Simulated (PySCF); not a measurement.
A geometry optimisation, step by step.

B3H4NO3.
Bonds: N1–B2, B2–O3, O3–B4, B4–O5, O5–B6, B6–O7, B2–O7. Hydrogens: H8, H9 on N1; H10 on B4; H11 on B6.

Method: PySCF 2.14.0, PBE0-D3(BJ)/def2-SVP geometry optimisation, gas phase; density fitting, grid level 1; the optimiser is geomeTRIC in internal coordinates, started from a GFN2-xTB structure with every atom displaced at random (about 0.01 Å). 8 of its 9 geometries are shown. The frame can shift and turn from step to step; on so coarse a grid that alone can change the energy by a few meV, and forces under 0.02 eV/Å are noise.

Step 0: E = -9715.9663 eV, largest atomic force 3.357 eV/Å
```
atom  x, y, z in Å  |  force x, y, z in eV/Å
N1      2.022   -0.781    0.004   -1.809   2.569   1.181
B2      0.693   -0.268    0.076    1.400  -0.551  -0.070
O3     -0.364   -0.959   -0.515    2.840  -0.553   0.114
B4     -1.568   -0.468   -0.425   -2.791   0.078  -0.281
O5     -1.853    0.692    0.225    0.276   0.739   0.410
B6     -0.829    1.393    0.810    0.083  -0.566  -0.256
O7      0.450    0.920    0.742   -0.162  -0.120  -0.115
H8      2.801   -0.275    0.401   -0.033  -0.074  -0.020
H9      2.226   -1.606   -0.452    0.599  -2.108  -1.167
H10    -2.486   -1.062   -0.908   -0.241  -0.168  -0.194
H11    -1.053    2.389    1.382   -0.162   0.754   0.398
```

Step 1: E = -9716.1023 eV, largest atomic force 1.008 eV/Å
```
atom  x, y, z in Å  |  force x, y, z in eV/Å
N1      2.011   -0.562   -0.368    0.586  -0.600  -0.045
B2      0.728   -0.279    0.081   -0.326   0.449  -0.425
O3     -0.335   -1.062   -0.331   -0.942   0.066   0.105
B4     -1.633   -0.592   -0.205    0.980  -0.236  -0.006
O5     -1.853    0.594    0.441   -0.118   0.013   0.039
B6     -0.809    1.309    0.978   -0.041   0.121  -0.030
O7      0.468    0.885    0.799    0.135  -0.144   0.114
H8      2.813   -0.004   -0.107   -0.063  -0.033   0.010
H9      2.234   -1.426   -0.866   -0.160   0.486   0.227
H10    -2.546   -1.215   -0.672   -0.065  -0.057   0.008
H11    -1.036    2.327    1.585    0.014  -0.067   0.004
```

Step 2: E = -9716.1386 eV, largest atomic force 0.435 eV/Å
```
atom  x, y, z in Å  |  force x, y, z in eV/Å
N1      2.030   -0.568   -0.359   -0.100  -0.211  -0.042
B2      0.715   -0.244   -0.017    0.058   0.014   0.357
O3     -0.358   -1.038   -0.391   -0.219   0.216  -0.170
B4     -1.640   -0.586   -0.201    0.334  -0.277  -0.021
O5     -1.863    0.589    0.464   -0.008   0.085  -0.025
B6     -0.807    1.315    0.963   -0.011  -0.080   0.128
O7      0.467    0.893    0.746    0.028   0.119  -0.187
H8      2.820   -0.032   -0.032   -0.040   0.033  -0.008
H9      2.263   -1.426   -0.841   -0.019   0.084  -0.006
H10    -2.566   -1.235   -0.612   -0.032   0.001   0.006
H11    -1.020    2.306    1.614    0.009   0.017  -0.034
```

Step 3: E = -9716.1503 eV, largest atomic force 0.233 eV/Å
```
atom  x, y, z in Å  |  force x, y, z in eV/Å
N1      2.023   -0.581   -0.354   -0.064   0.119   0.146
B2      0.717   -0.225   -0.015    0.115  -0.117   0.130
O3     -0.347   -1.018   -0.414   -0.163   0.150  -0.073
B4     -1.627   -0.594   -0.200    0.079  -0.150  -0.055
O5     -1.859    0.576    0.476    0.024   0.075   0.062
B6     -0.810    1.317    0.970   -0.096  -0.038  -0.008
O7      0.469    0.918    0.737    0.062  -0.025  -0.148
H8      2.816   -0.052   -0.021    0.045   0.008  -0.035
H9      2.242   -1.430   -0.850    0.005  -0.043  -0.051
H10    -2.551   -1.250   -0.605   -0.011   0.014   0.027
H11    -1.031    2.313    1.609    0.004   0.007   0.005
```

Step 5: E = -9716.1589 eV, largest atomic force 0.130 eV/Å
```
atom  x, y, z in Å  |  force x, y, z in eV/Å
N1      2.029   -0.587   -0.327    0.008   0.006   0.056
B2      0.720   -0.212   -0.032   -0.006   0.022  -0.060
O3     -0.349   -0.980   -0.474    0.097  -0.039  -0.023
B4     -1.625   -0.602   -0.201   -0.119   0.038   0.035
O5     -1.863    0.548    0.513    0.014  -0.006   0.014
B6     -0.816    1.313    0.968   -0.003  -0.015   0.001
O7      0.466    0.942    0.696   -0.022   0.000   0.018
H8      2.824   -0.058    0.001    0.009   0.004  -0.015
H9      2.246   -1.426   -0.843    0.012  -0.018  -0.015
H10    -2.553   -1.271   -0.577    0.008   0.003  -0.007
H11    -1.037    2.308    1.609    0.002   0.007  -0.006
```

Step 6: E = -9716.1596 eV, largest atomic force 0.075 eV/Å
```
atom  x, y, z in Å  |  force x, y, z in eV/Å
N1      2.032   -0.585   -0.321    0.007  -0.022  -0.005
B2      0.720   -0.203   -0.045   -0.019  -0.013   0.007
O3     -0.348   -0.970   -0.491    0.043  -0.024  -0.011
B4     -1.625   -0.607   -0.199   -0.049   0.055   0.016
O5     -1.865    0.535    0.529    0.001  -0.044   0.000
B6     -0.820    1.308    0.972    0.028   0.018  -0.017
O7      0.461    0.948    0.685   -0.010   0.014   0.012
H8      2.826   -0.054    0.005   -0.001   0.003  -0.006
H9      2.252   -1.426   -0.835   -0.004   0.026   0.008
H10    -2.552   -1.277   -0.574    0.005  -0.009  -0.005
H11    -1.041    2.305    1.610   -0.002  -0.006   0.002
```

Step 7: E = -9716.1597 eV, largest atomic force 0.028 eV/Å
```
atom  x, y, z in Å  |  force x, y, z in eV/Å
N1      2.033   -0.583   -0.320    0.003  -0.012  -0.001
B2      0.720   -0.203   -0.045   -0.012  -0.010  -0.001
O3     -0.347   -0.971   -0.492    0.009  -0.003  -0.001
B4     -1.625   -0.608   -0.199   -0.010   0.021   0.017
O5     -1.865    0.530    0.532   -0.002  -0.023  -0.013
B6     -0.822    1.308    0.971    0.019   0.002   0.010
O7      0.460    0.949    0.684   -0.001   0.010   0.000
H8      2.826   -0.049    0.004   -0.001   0.003  -0.003
H9      2.255   -1.423   -0.835   -0.004   0.017   0.003
H10    -2.550   -1.280   -0.576    0.002  -0.003  -0.007
H11    -1.043    2.304    1.611   -0.003   0.000  -0.004
```

Step 8: E = -9716.1598 eV, largest atomic force under 0.02 eV/Å
```
atom  x, y, z in Å  |  force x, y, z in eV/Å
N1      2.034   -0.580   -0.319   -0.002  -0.001   0.005
B2      0.720   -0.203   -0.044   -0.004  -0.002  -0.006
O3     -0.345   -0.973   -0.491   -0.010   0.007   0.008
B4     -1.625   -0.611   -0.198    0.014  -0.007  -0.003
O5     -1.866    0.524    0.535   -0.003  -0.002  -0.004
B6     -0.823    1.305    0.972    0.005  -0.002   0.005
O7      0.458    0.949    0.685    0.002   0.004   0.001
H8      2.825   -0.040    0.002    0.001   0.001  -0.001
H9      2.259   -1.416   -0.837    0.001   0.002  -0.003
H10    -2.548   -1.283   -0.580   -0.001  -0.001  -0.001
H11    -1.047    2.302    1.610   -0.003  -0.001  -0.001
```

**Question.** Summarise the path.

**Answer.** The energy falls by 0.1935 eV from step 0 to step 8; nine tenths of that is first reached at step 3. It falls at every step. The largest force goes from 3.357 to under 0.02 eV/Å. Among the bonds O3–B4 changes most, from 1.303 to 1.362 Å; the atoms move by 0.029 Å rms after alignment.

**Question.** Follow the three bonds and two angles with the largest change from start to end.

**Answer.** 
```
step  E above end (eV)  largest force (eV/Å)  O3–B4 (Å)  N1–H9 (Å)  B6–H11 (Å)  O3–B4–O5 (°)  O5–B4–H10 (°)
   0            0.1935                 3.357      1.303      0.964       1.171         123.2          117.1
   1            0.0575                 1.008      1.386      1.022       1.206         119.1          120.7
   2            0.0212                 0.435      1.372      1.011       1.204         120.1          120.2
   3            0.0095                 0.233      1.365      1.008       1.204         120.1          120.1
   4            0.0031                 0.129      1.358      1.007       1.204         119.9          119.8
   5            0.0009                 0.130      1.358      1.009       1.204         120.0          119.6
   6            0.0002                 0.075      1.360      1.010       1.204         120.0          119.6
   7            0.0001                 0.028      1.361      1.010       1.204         120.0          119.6
   8            0.0000            under 0.02      1.362      1.009       1.204         120.0          119.7
```

The cost below is that of the whole optimisation. The run took 42 s wall on one thread, Arm Neoverse V2 (aarch64), shared host with 192 logical CPUs at a one-minute load of 76, and the process peaked at 0.51 GiB of memory.
